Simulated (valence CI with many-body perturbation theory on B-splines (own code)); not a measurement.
A CI+MBPT run for Ni VI

Level of theory: valence CI with perturbative core correlation (CI+MBPT): five valence electrons over a frozen Dirac-Fock core [Ar], radial functions for each j: 5 s, 5 p, 3 d, 3 f, with the one-electron correlation potential Σ1 (screened to all orders), the two-electron term Σ2, the three-electron term Σ3, Breit, model QED; selected single and double excitations, second order for the rest, scaled by the run's own slope (own B-spline code, finite nucleus).

Command, and the settings that its task file holds:

```sh
python run_cv.py task.json out
```

```
atom Ni  Z=28  mass_number=58  rms_radius_fm=3.7757
core [Ar]
valence 3d5
avg = 1
basis = S
breit = 1
cap = 10000
capref = 1200
cscale = 1
de = 0.0
dress = 0
eps = 2e-08
extrap = 1
h = 0.27
hh = 1
l2 = 3
lcore = 6
maxit = 60
n2 = 5
natural = 0
nlev = 21
nno = [2, 2, 1, 1, 0]
nroot = 26
nsp = [3, 3, 2, 2, 0]
pt2 = 1
qed = 1
rpa = 1
s1 = 1
s2 = 1
s3 = 1
screen = 1
tol = 2e-05
whole = 1
```

It took 20 s on 1 thread of Arm Neoverse V2 (shared host).

Log. The first blocks belong to the next ion, which gives the ionisation energy. Fields: 2J, parity (1 odd), roots, reference size, generating configurations, candidates as configurations/state functions, variational space P, stored matrix elements, Davidson steps; e2 is the range of second-order energies in hartree. The first line gives the box (bohr), its intervals, the orbitals and the steps of their self-consistent field. Window is the range of levels sought, series limit the energy at which the first omitted orbital would enter, core excitation an estimate of the first excitation out of the core, left out the lowest levels not solved, and shifts from estimates the range by which levels moved from their first estimate, all in cm⁻¹.

```
rmax 14.5 intervals 64 orbitals 27 references ['3d5', '3d4 4s', '3d4 4p'] scf 6 t 1.1
2J=0 par=0 roots 2 ref 19 generators 8 cand 411/703 P 426/722 nnz 0 it 0
2J=0 par=0 roots 2 ref 19 generators 14 cand 198/355 P 624/1077 nnz 0 it 0
   second order: generators 17 cand 1471/3350 e2 -0.00001 -0.00000
2J=2 par=0 roots 2 ref 43 generators 8 cand 207/918 P 226/961 nnz 0 it 0
2J=2 par=0 roots 2 ref 43 generators 15 cand 295/1154 P 521/2115 nnz 0 it 6
   second order: generators 16 cand 1676/9807 e2 -0.00002 -0.00001
2J=4 par=0 roots 2 ref 61 generators 8 cand 143/919 P 163/980 nnz 0 it 0
2J=4 par=0 roots 2 ref 61 generators 15 cand 333/1824 P 496/2804 nnz 1.6e+06 it 6
   second order: generators 18 cand 1435/12414 e2 -0.00002 -0.00001
reference levels 556, estimated 31, window 74603 1/cm; series limit 657719, core excitation 469509
2J=5 par=0 roots 8 ref 81 generators 5 cand 84/945 P 307/3440 nnz 2.8e+06 it 5
2J=5 par=0 roots 8 ref 81 generators 6 cand 490/5284 P 797/8724 nnz 1.3e+07 it 8
   second order: generators 25 cand 3618/85849 e2 -0.00002 -0.00001
2J=11 par=0 roots 3 ref 35 generators 3 cand 84/744 P 326/2683 nnz 1.8e+06 it 3
2J=11 par=0 roots 3 ref 35 generators 3 cand 269/1907 P 595/4590 nnz 5.1e+06 it 4
   second order: generators 14 cand 3188/59412 e2 -0.00007 -0.00006
2J=9 par=0 roots 4 ref 56 generators 3 cand 78/896 P 329/3448 nnz 2.9e+06 it 4
2J=9 par=0 roots 4 ref 56 generators 4 cand 399/3818 P 728/7266 nnz 9.8e+06 it 7
   second order: generators 17 cand 2864/70787 e2 -0.00002 -0.00001
2J=7 par=0 roots 5 ref 72 generators 3 cand 80/1017 P 309/3562 nnz 3.1e+06 it 4
2J=7 par=0 roots 5 ref 72 generators 4 cand 454/5024 P 763/8586 nnz 1.3e+07 it 5
   second order: generators 18 cand 3342/84525 e2 -0.00002 -0.00001
2J=3 par=0 roots 5 ref 67 generators 3 cand 104/957 P 397/3493 nnz 2.7e+06 it 4
2J=3 par=0 roots 5 ref 67 generators 3 cand 336/2681 P 733/6174 nnz 7.9e+06 it 5
   second order: generators 17 cand 3271/65290 e2 -0.00008 -0.00007
2J=1 par=0 roots 3 ref 39 generators 3 cand 156/675 P 498/2487 nnz 0 it 3
2J=1 par=0 roots 3 ref 39 generators 3 cand 205/1010 P 703/3497 nnz 2.5e+06 it 6
   second order: generators 17 cand 3083/35428 e2 -0.00007 -0.00007
2J=13 par=0 roots 1 ref 18 generators 1 cand 141/1094 P 310/2013 nnz 0 it 4
2J=13 par=0 roots 1 ref 18 generators 2 cand 241/1381 P 551/3394 nnz 2.4e+06 it 5
   second order: generators 7 cand 3222/53242 e2 -0.00001 -0.00001
left out: unestimated 114573, estimated 84430, shifts from estimates -6 to 1
operators 0.9
```

The Davidson iterations converged. The settings are bad on purpose, so the numbers may not be properties of the ion.

Against 11 measured levels this calculation errs by 3208 cm⁻¹ on average and by 5362 at most. These come from a selection out of Corliss and Sugar, J. Phys. Chem. Ref. Data 10, 197 (1981). Levels without a partner in it may be off by more, other configurations by 1,000 to 8,000 cm⁻¹. Only levels of the ground parity were solved; by the run's estimate the other parity begins above the list, which can be wrong where configurations are misplaced. 4 measured levels below the end of the list, from 64152 cm⁻¹ on, found no clear computed partner.

```yaml
Valence_energy: -30.01573 hartree
Ionisation_energy: "106.58 eV (NIST: 108 ± 1 eV (semi-empirical))"
Reference_configurations_for_the_orbitals: 3d5, 3d4 4s, 3d4 4p
Radial_orbitals: 27
Box_radius: 14.52 bohr
Largest_variational_space: 8724
Lowest_levels: 3d5 6S_5/2 0.0, 3d5 4G_11/2 43421, 3d5 4G_5/2 43513, 3d5 4G_9/2 43517, 3d5 4G_7/2 43535, 3d5 4P_5/2 50348, 3d5 4P_3/2 50591, 3d5 4P_1/2 50899, 3d5 4D_7/2 53529, 3d5 4D_1/2 53879, 3d5 4D_3/2 54110, 3d5 4D_5/2 54140, 3d5 2I_11/2 62371, 3d5 2I_13/2 62417 cm⁻¹
```
